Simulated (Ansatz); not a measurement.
Gas-phase electronic energies from Ansatz, PBE0-D4/def2-TZVP geometries. CCSD(T)/CBS adds triple-zeta CCSD(T) − MP2 to the extrapolated MP2 energy (def2 sets, frozen cores). DFT in def2-TZVPP. One conformer a species, not always the lowest.

`C[SiH](F)[SiH2]N` + silanol → `N[SiH2]O[SiH3]` + `C[SiH2]F`  (cleavage of the Si–Si bond)

`C[SiH](F)[SiH2]N`:

```xyz
13

C     1.041    1.636   -0.322
Si   -0.717    1.031   -0.189
F    -1.541    1.562   -1.469
Si   -0.835   -1.314   -0.118
N     0.383   -1.841    0.991
H     1.540    1.232   -1.206
H     1.607    1.332    0.563
H     1.072    2.727   -0.380
H    -1.358    1.637    1.012
H    -2.140   -1.781    0.422
H    -0.722   -1.861   -1.508
H     0.324   -2.769    1.380
H     1.345   -1.592    0.825
```

`O[SiH3]`:

```xyz
6

O    -0.024    0.917   -0.895
Si   -0.027   -0.141    0.369
H     0.145    0.568   -1.770
H    -1.072   -1.188    0.206
H    -0.310    0.669    1.576
H     1.287   -0.825    0.515
```

`N[SiH2]O[SiH3]`:

Cartesian coordinates in Å:
```
N 2.215 0.287 -0.753
Si 0.571 -0.113 -0.928
O -0.309 0.034 0.448
Si -1.752 -0.075 1.197
H 2.515 1.245 -0.681
H 2.858 -0.337 -0.294
H -0.009 0.810 -1.935
H 0.500 -1.531 -1.360
H -2.273 -1.466 1.125
H -1.576 0.309 2.619
H -2.740 0.838 0.561
```

`C[SiH2]F`:

Cartesian coordinates in Å:
```
C 0.202 0.135 0.954
Si -0.142 -0.102 -0.852
F -1.582 -0.787 -1.033
H 0.201 -0.821 1.483
H 1.184 0.598 1.091
H -0.546 0.785 1.414
H -0.175 1.194 -1.575
H 0.857 -1.002 -1.482
```

```json
{"level": "LDA (SPW92)", "ΔE (kJ/mol)": "-123.9"}
{"level": "r2SCAN", "ΔE (kJ/mol)": "-140.0"}
{"level": "BHLYP", "ΔE (kJ/mol)": "-158.3"}
{"level": "MP2/CBS(def2)", "ΔE (kJ/mol)": "-152.0"}
```

What does CCSD(T)/CBS give? (Estimate.)

Ansatz gave: -145.0 kJ/mol. The listed levels differ from it by 21.1, 5.0, -13.3, -7.0 kJ/mol.

Largest T1 diagnostic among the species: 0.011.

The D4 term adds +3.1 kJ/mol with B3LYP and +1.9 kJ/mol with PBE0; it sums over pairs of atoms, weighted by their polarisabilities, and B3LYP, whose exchange is more repulsive, gets the larger term. From r2SCAN to r2SCAN0 (25 % exact exchange), in def2-TZVPP and without D4, ΔE moves by −4.4 kJ/mol.

B3LYP here is the variant with VWN-RPA as its local correlation; programs differ in this.
